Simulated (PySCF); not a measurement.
Species: CH8OSi2.
Numbering: `[CH3:1][SiH2:2][O:3][SiH3:4]` (hydrogens: H5, H6, H7 on C1; H8, H9 on Si2; H10, H11, H12 on Si4)

The same species was optimised twice, with GFN2-xTB and with PBE0-D3(BJ)/def2-SVP (PySCF), and the same property calculations (PySCF, gas phase) were run on both structures.

| coordinate | GFN2-xTB | PBE0-D3(BJ)/def2-SVP | change |
| --- | --- | --- | --- |
| Si4–H10 (Å) | 1.463 | 1.495 | +0.032 |
| Si4–H11 (Å) | 1.462 | 1.493 | +0.031 |
| Si4–H12 (Å) | 1.462 | 1.493 | +0.031 |
| Si2–O3 (Å) | 1.622 | 1.653 | +0.031 |
| Si2–H8 (Å) | 1.464 | 1.495 | +0.031 |
| Si2–H9 (Å) | 1.464 | 1.495 | +0.031 |
| C1–Si2 (Å) | 1.896 | 1.868 | -0.028 |
| O3–Si4 (Å) | 1.616 | 1.643 | +0.027 |
| C1–H6 (Å) | 1.086 | 1.102 | +0.016 |
| C1–H7 (Å) | 1.087 | 1.101 | +0.014 |
| C1–H5 (Å) | 1.087 | 1.101 | +0.014 |
| H8–Si2–H9 (°) | 112.5 | 108.7 | -3.8 |
| O3–Si4–H12 (°) | 106.1 | 109.9 | +3.8 |
| O3–Si4–H11 (°) | 106.1 | 109.9 | +3.8 |
| H11–Si4–H12 (°) | 112.6 | 109.0 | -3.6 |
| O3–Si2–H9 (°) | 105.5 | 108.5 | +3.0 |
| O3–Si2–H8 (°) | 105.6 | 108.5 | +2.9 |
| H10–Si4–H12 (°) | 111.7 | 108.8 | -2.9 |
| H10–Si4–H11 (°) | 111.7 | 108.9 | -2.8 |

Rotational constants: A = 10571, B = 2073, C = 1828 MHz (GFN2-xTB) against A = 10882, B = 1980, C = 1764 MHz (PBE0-D3(BJ)/def2-SVP). Point groups within 0.08 Å: Cs and Cs.

On the GFN2-xTB structure: isotropic polarisability (au) 67.2 [CAM-B3LYP/def2-SVPD]; HOMO (eV) -9.73 [CAM-B3LYP/def2-SVPD]; LUMO (eV) 0.94 [CAM-B3LYP/def2-SVPD]; dipole (D) 0.77 [CAM-B3LYP/def2-SVPD].

What do these properties become on the PBE0-D3(BJ)/def2-SVP structure?

```csv
property,level,on GFN2-xTB,on PBE0-D3(BJ)/def2-SVP,change
isotropic polarisability (au),CAM-B3LYP/def2-SVPD,67.2,69.5,+2.3
HOMO (eV),CAM-B3LYP/def2-SVPD,-9.73,-9.83,-0.10
LUMO (eV),CAM-B3LYP/def2-SVPD,0.94,0.92,-0.02
dipole (D),CAM-B3LYP/def2-SVPD,0.77,0.90,+0.13
"energy, GFN2-xTB geometry as zero (kcal/mol)",CAM-B3LYP/def2-SVPD,0.0,-3.3,-3.3
```

The heavy atoms differ by 0.035 Å rms after alignment. Among all bonds Si2–O3, Si2–H8, Si2–H9, Si4–H10, Si4–H11 and Si4–H12 change most and about equally (+0.031 to +0.032 Å). Changes are differences of the printed values. Neither structure is proved a minimum here.
